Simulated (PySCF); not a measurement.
## Fractional electron number in Nb²⁺ (niobium, charge +2)

The 4d alpha orbital of [Kr] 4d3 is emptied in steps (occupation f), with all orbitals relaxed, ending at [Kr] 4d2. Calculation: PySCF 2.14, in def2-TZVP with the def2 core potential (28 electrons) (6s4p3d1f, 40 functions); a scalar-relativistic core potential. The exact energy is a straight line in f; departures are measured from the line between the end points of the same method.

```
  f  UHF (eV)  LDA (eV)  PBE (eV)
  1     0.000     0.000     0.000
0.8     0.119    -0.894    -0.878
0.6     0.175    -1.349    -1.323
0.4     0.171    -1.357    -1.329
0.2     0.112    -0.909    -0.890
  0     0.000     0.000     0.000
```

Task: For PBE, how does the orbital energy at f = 1 compare with the removal energy?

Result: −ε = 20.105 eV against a total-energy difference of 25.560 eV. By Janak's theorem ε = ∂E/∂f, so the gap between them reflects the curvature. Along the path −ε is 22.244 (f = 0.8), 24.425 (f = 0.6), 26.639 (f = 0.4), 28.880 (f = 0.2) eV.

| method | E(f=0) − E(f=1) (eV) | −ε at f=1 (eV) | −ε at f=0.4 (eV) |
| --- | --- | --- | --- |
| UHF | 24.562 | 25.323 | 24.402 |
| LDA | 25.629 | 20.077 | 26.725 |
| PBE | 25.560 | 20.105 | 26.639 |

Reference removal energy between the ground levels: 25.04 eV (semi-empirical (NIST evaluation); NIST Atomic Spectra Database, ionization energies). The calculation has no spin-orbit coupling. The determinant left behind need not be the lowest term of the ion. UHF lacks correlation.
